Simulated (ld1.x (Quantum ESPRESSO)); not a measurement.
## Building the ultrasoft potential for aluminium (BLYP, non-relativistic).

```
Element                 : Al (Z = 13)
Generator               : ld1.x (Quantum ESPRESSO) 7.5
Type                    : ultrasoft
Functional              : BLYP
Relativity              : non-relativistic
Frozen core             : [Ne]
Valence charge          : 3
Reference configuration : 3s2 3p1
Partial waves           : 3s (bound): rcut 1.75, rcutus 1.90 bohr; 3s channel at 2.5 Ry: rcut 1.75, rcutus 1.90 bohr; 3p (bound): rcut 2.05, rcutus 2.50 bohr; 3p channel at 5.1 Ry: rcut 2.05, rcutus 2.50 bohr
Local potential         : all-electron potential smoothed inside 1.45 bohr (lloc = -1)
Core correction         : none
Augmentation charge     : PSQ, inside the norm-conserving radii
```

Poles of the logarithmic derivatives, all-electron (AE) and pseudo (PS). s: poles at 0.6 (AE) and 0.6 (PS) Ry. p: poles at 1.3 (AE) and 1.3 (PS) Ry. Test radius 2.69 bohr.

- Cutoffs needed: 8 Ry and 12 Ry (the cutoffs (Ry, on a coarse ladder) from which the occupation-weighted sum of valence levels, in a spherical-Bessel basis at the reference potential, stays within 10 and 1 mRy of its value at 400 Ry)
- Ghost test: no extra level below or beside the all-electron valence levels (s, p, d, f tested) (spherical-Bessel basis up to 400 Ry, 20 bohr box)
- Largest excitation error: +94 meV (all-electron minus pseudo) for 3s1 3p0, out of 7 test configurations
- Lowest eigenvalue of the overlap operator: 0.46 (s channel)
- Density cutoff estimated by the generator: 68 Ry
